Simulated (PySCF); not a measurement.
Computed XPS line lists of a few unrelated compounds.

Computed, not measured: delta-SCF UKS SCAN, pcX-2 on the ionised atom, pcseg-1 elsewhere, spin-free X2C (PySCF). Geometries: PBE0-D3(BJ)/def2-SVP; isolated species, one conformer each.

Line lists (1s up to Mg, 2p3/2 beyond, nothing for Ge; areas count atoms within a level, one atom standing for each set equivalent by bonding):
1. C 1s: 289.77 eV; N 1s: 403.62 eV; Si 2p3/2: 106.39 eV
2. C 1s: 291.03 (area 2), 292.52 (area 2), 293.26 (area 1) eV; O 1s: 537.59 (area 1), 538.70 (area 1) eV
3. C 1s: 290.44 (area 1), 290.69 (area 1), 291.07 (area 1), 293.07 (area 1) eV; F 1s: 692.15 eV

Structures:
A. `[SiH3][CH2][GeH2][NH][GeH3]`
B. `O=C1CCOCC1`
C. `C/C=C\CF`

Q: Match each list to its structure.

A: 
- 1 = A: no other candidate has this set of levels. C 1s: 289.77 sp3 carbon bound to silicon; N 1s: 403.62 nitrogen bonded to 2 Ge and H; Si 2p3/2: 106.39 SiH3 silicon.
- 2 = B: no other candidate has this set of levels. C 1s: 291.03 sp3 carbon next to a carbonyl (×2), 292.52 sp3 carbon bound to oxygen (×2), 293.26 ketone carbonyl carbon; O 1s: 537.59 ketone oxygen, 538.70 cyclic ether oxygen.
- 3 = C: no other candidate has this set of levels. C 1s: 290.44 alkene CH carbon, 290.69 alkene CH carbon, 291.07 allylic carbon, 293.07 sp3 C–F carbon; F 1s: 692.15 alkyl fluorine.

2p3/2 and 2p1/2 are the ΔSCF energy of one spin-free 2p hole plus the eigenvalues of a spin–orbit and ligand-field matrix of the shell.
